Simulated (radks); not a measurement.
Values are calculated unless marked as measured or tabulated.
Species: Ce+. Configuration: [Xe] 4f1.5 5d1.5 (fractional occupations, a model configuration). Code: a radial shooting solver on a logarithmic mesh with Libxc functionals. Model: scalar-relativistic Kohn-Sham, LDA (Slater exchange, Perdew-Wang correlation), spin-polarised, spherical densities, finite nucleus; open shells are filled with parallel spins first (spin-orbit coupling, left out, can overturn this in heavy ions); Fermi nuclear charge, rms radius 4.8771 fm.

Unscreened Slater integrals over Kohn-Sham orbitals (hartree). They are taken over the spin-up orbitals.

\begin{tabular}{lr}
integral & value \\ \hline
F0(5d,5d) & 0.31011 \\
F2(5d,5d) & 0.15778 \\
F4(5d,5d) & 0.10274 \\
F0(5d,4f) & 0.39512 \\
F2(5d,4f) & 0.10786 \\
F4(5d,4f) & 0.055590 \\
G1(5d,4f) & 0.069510 \\
G3(5d,4f) & 0.049698 \\
G5(5d,4f) & 0.036365 \\
F0(5d,5p) & 0.37180 \\
F2(5d,5p) & 0.16793 \\
G1(5d,5p) & 0.18838 \\
G3(5d,5p) & 0.11526 \\
F0(5d,5s) & 0.38445 \\
G2(5d,5s) & 0.11227 \\
F0(4f,4f) & 0.80203 \\
F2(4f,4f) & 0.36317 \\
F4(4f,4f) & 0.22453 \\
F6(4f,4f) & 0.16062 \\
F0(4f,5p) & 0.57794 \\
F2(4f,5p) & 0.22010 \\
G2(4f,5p) & 0.13706 \\
G4(4f,5p) & 0.10121 \\
F0(4f,5s) & 0.64606 \\
G3(4f,5s) & 0.14838 \\
F0(5p,5p) & 0.50197 \\
F2(5p,5p) & 0.26924 \\
F0(5p,5s) & 0.53843 \\
G1(5p,5s) & 0.35827 \\
F0(5s,5s) & 0.58638 \\
\end{tabular}

Derived for the open shells (J is the average intra-shell exchange parameter used in DFT+U). 4f: F4/F2 = 0.618, F6/F2 = 0.442, J = (286 F2 + 195 F4 + 250 F6)/6435 = 0.02918 hartree. 5d: Racah B = F2/49 - 5 F4/441 = 0.002055 hartree, C = 35 F4/441 = 0.008154 hartree, C/B = 3.97, F4/F2 = 0.651, J = (F2 + F4)/14 = 0.01861 hartree.
